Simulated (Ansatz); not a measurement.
Mulliken charges of `C#[C][Al]([AlH2])[Cl]` from ωB97M-V/def2-TZVPP in Ansatz (PBE0-D4/def2-TZVP geometry).

```
atom   x (Å)   y (Å)   z (Å)  charge (e)
  C1   0.271   1.560   2.333       0.037
  C2   0.231   1.216   1.173      -0.520
 Al3   0.142   0.555  -0.611       0.388
 Al4  -0.343  -1.903  -1.261       0.285
 Cl5   0.475   1.996  -2.112      -0.225
  H6   0.308   1.872   3.353       0.233
  H7  -0.408  -2.343  -2.787      -0.098
  H8  -0.583  -3.009  -0.144      -0.101
```

Task: By hand: the dipole of these point charges (1 e Å = 4.8032 D).

Result: Σ q r = (-0.089, -0.381, 0.424) e Å, of length 0.577 e Å = 2.77 D.

Task: How does the dipole of the full density compare? (Estimate.)

Result: Ansatz gave: (-0.053, -0.222, 0.288) e Å, 1.77 D; the point charges give 1.56 times that, at 4° from its direction.

Point charges leave out the atoms' own dipoles, such as those of lone pairs, and Mulliken's split depends on the basis, so the two needn't agree.
